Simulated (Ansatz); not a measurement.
Species: BHCl, charge 0, doublet. BHCl (SMILES [BH]Cl, doublet).
B3LYP-D3(BJ)/def2-TZVP minimum from Ansatz (an electronic-structure program):
```
B
H 1 1.1892
Cl 1 1.7169 2 123.67
```
Charge 0, spin multiplicity 2.

Total energies in cc-pV(T+d)Z, 11 correlated electrons, 6 frozen orbitals. UHF or UKS for unpaired electrons; spin-orbit terms are left out. Correlated methods leave the cores frozen. No relativity.

```tsv
method	program	energy (Eh)	minus CCSDT(Q) (mEh)
HF	Ansatz	-484.75890	305.54
MP2	Ansatz	-485.02327	41.17
CCSD	Ansatz	-485.05067	13.77
CCSD(T)	Ansatz	-485.06291	1.53
CCSDT(Q)	Ansatz	-485.06444	0.00
```

Rough core times of Ansatz's runs on a shared machine: CCSD(T) under 20 s, CCSDT(Q) 7 min.
